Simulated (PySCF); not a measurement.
This PySCF input asks for the NMR shieldings of `InChI=1S/C6H13OP/c1-2-8(5-7)6-3-4-6/h6-7H,2-5H2,1H3`; the geometry comes from GFN2-xTB.

```python
import basis_set_exchange as bse
import numpy as np
from pyscf import gto, dft
from pyscf.prop import nmr

atoms = """
C     2.793003   -0.972143    0.169579
C     1.465671   -0.656286   -0.506341
P     0.115255   -0.352376    0.738241
C     0.457400    1.471032    1.066521
O     0.549691    2.267391   -0.084065
C    -1.257358   -0.125715   -0.472661
C    -2.353502   -1.153214   -0.496202
C    -2.622402    0.203933    0.062601
H     2.690564   -1.829157    0.832362
H     3.135049   -0.124316    0.759265
H     3.554687   -1.199168   -0.574314
H     1.147252   -1.502646   -1.121647
H     1.560301    0.227823   -1.143897
H    -0.317234    1.844039    1.751678
H     1.421481    1.543354    1.576122
H    -0.316337    2.290247   -0.506124
H    -0.972971    0.302958   -1.430432
H    -2.285990   -1.980193    0.194873
H    -2.788974   -1.414981   -1.449327
H    -3.247768    0.882284   -0.500242
H    -2.736737    0.294078    1.133540
"""
names = dict.fromkeys(["C", "P", "O", "H"], "pcSseg-1")
basis = {el: gto.basis.parse(bse.get_basis(n, elements=[el], fmt="nwchem")) for el, n in names.items()}
mol = gto.M(atom=atoms, basis=basis, charge=0, verbose=0)
mf = dft.RKS(mol, xc="PBE0")
mf.grids.level = 2
mf.grids.alignment = dft.numint.BLKSIZE   # the property module wants whole blocks of grid points
mf.conv_tol = 1e-9
mf.kernel()

calc = nmr.RKS(mf)   # GIAO
C = mf.mo_coeff
Co = C[:, mf.mo_occ > 0]
resp = mf.gen_response(singlet=True, hermi=2)
def vind(x):   # induced exchange potential for any number of trial vectors
    d = np.einsum("pi,xij,qj->xpq", C, 2 * x.reshape(-1, C.shape[1], Co.shape[1]), Co, optimize=True)
    return np.einsum("xpq,pi,qj->xij", resp(d - d.transpose(0, 2, 1)), C, Co, optimize=True).ravel()
mo1, _ = nmr.rhf.solve_mo1(calc, with_cphf=vind)
sigma = calc.kernel(mo1)
for i, s in enumerate(sigma):   # ppm
    w = np.linalg.eigvalsh((s + s.T) / 2)
    print("%2d %-2s iso %8.1f  s11 %8.1f  s22 %8.1f  s33 %8.1f" % (i, mol.atom_pure_symbol(i), w.mean(), *w))
```

Problem. What does it print?

Solution. 
```
 0 C  iso    173.9  s11    161.7  s22    171.7  s33    188.4
 1 C  iso    167.3  s11    149.0  s22    165.7  s33    187.3
 2 P  iso    328.6  s11    276.5  s22    348.3  s33    360.9
 3 C  iso    123.9  s11     93.4  s22    114.7  s33    163.5
 4 O  iso    324.3  s11    286.8  s22    296.0  s33    390.1
 5 C  iso    180.6  s11    149.2  s22    171.7  s33    220.8
 6 C  iso    179.2  s11    148.0  s22    177.0  s33    212.7
 7 C  iso    184.0  s11    155.2  s22    181.2  s33    215.7
 8 H  iso     30.6  s11     25.7  s22     28.8  s33     37.2
 9 H  iso     30.7  s11     25.2  s22     30.2  s33     36.8
10 H  iso     30.3  s11     25.1  s22     27.2  s33     38.5
11 H  iso     30.4  s11     24.1  s22     31.2  s33     35.8
12 H  iso     29.1  s11     24.6  s22     29.9  s33     32.8
13 H  iso     27.4  s11     22.6  s22     26.6  s33     33.1
14 H  iso     27.8  s11     23.4  s22     26.9  s33     32.9
15 H  iso     31.2  s11     20.9  s22     30.7  s33     42.2
16 H  iso     31.4  s11     24.7  s22     30.0  s33     39.4
17 H  iso     31.2  s11     25.0  s22     28.5  s33     40.0
18 H  iso     30.9  s11     25.0  s22     26.3  s33     41.4
19 H  iso     31.1  s11     25.5  s22     26.1  s33     41.7
20 H  iso     31.4  s11     25.4  s22     28.6  s33     40.2
```

These numbers come from an equivalent density-fitted implementation of the same equations, which agrees with the script to about 0.01 ppm for H and up to a few tenths of a ppm for heavy atoms, so last digits may differ.

Size and cost of the density-fitted run: 208 basis functions, 44 s wall time on 1 thread of an Arm Neoverse V1, shared host; peak memory 1 GiB.
